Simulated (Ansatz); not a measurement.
`BC(=C)[NH][GeH3]`, charge 0, multiplicity 1.

**Question.** Give a relaxed structure at PBE0-D4/def2-TZVP (Ansatz). (Best estimate.)

**Answer.** The calculation gave: 
Z-matrix (Å, degrees):
```
Ge
N 1 1.840
H 1 1.538 2 110.9
H 1 1.538 2 110.9 3 122.1
H 1 1.536 2 103.8 3 -119.0
C 2 1.381 1 127.0 3 -60.9
H 2 1.008 1 117.2 3 119.0
C 6 1.354 2 122.7 1 179.9
B 6 1.540 2 121.1 1 -0.1
H 8 1.080 6 119.8 2 -180.0
H 8 1.088 6 122.8 2 0.0
H 9 1.193 6 119.1 2 179.9
H 9 1.199 6 121.7 2 -0.1
```
Point group Cs.
This is one stationary point; other conformers may exist.
